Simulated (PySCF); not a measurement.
## EPR parameters of [C2H12NPSi2]+

Compound: C2H12NPSi2 (charge +1 and doublet state).
Z-matrix (Å and degrees, PBE0-D3(BJ)/def2-SVP geometry), rows numbered from 1:
```
C 
N   1  1.4409
C   2  1.4434  1  116.11
Si  2  1.7808  1  122.11  3   172.91
P   4  2.2568  2  103.74  1   -91.89
Si  5  2.2836  4  107.15  2    43.27
H   1  1.1048  2  110.91  3   -56.34
H   1  1.1053  2  109.17  3    61.43
H   1  1.0974  2  111.30  3  -178.63
H   3  1.1039  2  110.80  1    56.66
H   3  1.1047  2  109.25  1   -61.37
H   3  1.0978  2  111.22  1   178.65
H   4  1.4814  2  108.12  1   152.13
H   4  1.4806  2  107.68  1    24.00
H   5  1.4247  4   99.75  2   -61.63
H   6  1.4928  5  109.27  4   -64.49
H   6  1.4882  5  105.30  4    54.92
H   6  1.4846  5  106.00  4   174.93
```

The hyperfine couplings belong to this conformer and change with its torsions.

As a line formula: `[SiH2]([N+](C)C)P[SiH3]` [radical] (charge +1).

Method: UKS B3LYP, IGLO-III on C N P Si, pcH-1 on H, non-relativistic, mean-field spin-orbit, GIAO (PySCF 2.14.0). One conformer (not necessarily the lowest) at the PBE0-D3(BJ)/def2-SVP geometry, without solvent, vibrations or thermal averaging. No stability test was run, so a lower SCF solution isn't excluded.

| Quantity | Value |
| --- | --- |
| g1, g2, g3 | 2.00290, 2.00549, 2.00708 |
| g_iso | 2.00516 |
| Form of g | rhombic: the two nearest values differ by 38 % of g3 − g1 |
| ⟨S²⟩ | 0.7599 (exact 0.7500) |
| Total energy | -1058.40669 Eh |

Hyperfine couplings atom by atom, in G; T1 to T3 are the principal values of the dipolar part; ρ(0) is the spin density at the nucleus (MHz turned into gauss with g_iso; 10 G = 1 mT):

```tsv
atom	isotope	a_iso	of which spin–orbit	T1	T2	T3	Mulliken spin population	ρ(0) (bohr⁻³)
C1	13C	-7.0	0.0	-1.2	0.2	1.0	-0.04	-0.0175
N2	14N	9.4	0.0	-10.0	-10.0	20.0	0.57	0.0814
C3	13C	-6.8	0.0	-1.1	0.2	0.8	-0.04	-0.0170
Si4	29Si	14.1	0.0	-0.9	-0.3	1.1	-0.06	-0.0446
P5	31P	41.7	-0.3	-51.0	-47.8	98.7	0.41	0.0651
Si6	29Si	1.5	0.0	-1.0	0.4	0.6	-0.01	-0.0047
H7	1H	27.1	0.0	-1.5	-1.0	2.5	0.03	0.0170
H8	1H	36.9	0.0	-1.7	-0.7	2.4	0.04	0.0232
H9	1H	0.3	0.0	-1.3	-0.9	2.2	0.00	0.0002
H10	1H	25.1	0.0	-1.3	-1.0	2.4	0.03	0.0158
H11	1H	32.0	0.0	-1.6	-0.7	2.4	0.04	0.0201
H12	1H	0.2	0.0	-1.3	-0.8	2.1	0.00	0.0002
H13	1H	7.3	0.0	-0.8	-0.3	1.1	0.01	0.0046
H14	1H	3.9	0.0	-0.9	-0.3	1.2	0.01	0.0024
H15	1H	-2.1	0.0	-2.7	0.6	2.0	-0.01	-0.0014
H16	1H	8.8	0.0	-0.6	-0.2	0.8	0.01	0.0055
H17	1H	0.6	0.0	-0.5	-0.2	0.7	0.00	0.0004
H18	1H	2.9	0.0	-0.5	-0.3	0.8	0.00	0.0018
```

Largest spin populations (Mulliken): N2 (+0.57) and P5 (+0.41). The angles at N2 add up to 359.6°, so it is planar.

N2, the radical centre as drawn in `C[N+](C)[SiH2]P[SiH3]`, holds a spin population of +0.57 out of 1.

Under fast tumbling the dipolar parts average out, and these isotropic splittings remain (the largest six): 1 × 31P (P5, I = 1/2, 2 lines) with 4.17 mT, 3 × 1H (H7/H8/H9, I = 1/2, 4 lines) with 2.14 mT, 3 × 1H (H10/H11/H12, I = 1/2, 4 lines) with 1.91 mT, 1 × 14N (N2, I = 1, 3 lines) with 0.94 mT, 2 × 1H (H13/H14, I = 1/2, 3 lines) with 0.56 mT and 3 × 1H (H16/H17/H18, I = 1/2, 4 lines) with 0.41 mT.

Means are taken over nuclei equivalent by connectivity, which assumes that they swap fast. C1 and C3, with what hangs on them, aren't averaged: N2 is flat or nearly so (angle sum 360°), and its turn about the short N2–Si4 bond (1.78 Å) is taken as slow. The three 1H nuclei of mean +60.2 MHz run from 0.9 to 103.5 MHz in the frozen geometry. The three 1H nuclei of mean +53.7 MHz run from 0.7 to 89.9 MHz in the frozen geometry. The 1H value of +15.7 MHz is a mean of couplings from 10.9 to 20.4 MHz in this one geometry, not an average over conformers.

The 13C coupling of C1 (-19.6 MHz) shows only in satellite lines or after enrichment, since that isotope makes up about 1.07 % of natural carbon.

The 29Si coupling of Si4 (39.5 MHz) shows only in satellite lines or after enrichment, since that isotope makes up about 4.7 % of natural silicon.

β density exceeds α density at some nuclei, such as Si4 (-0.0446), C1 (-0.0175) and C3 (-0.0170), spin density in bohr⁻³. In a single determinant that takes different orbitals for the two spins, that is spin polarisation.
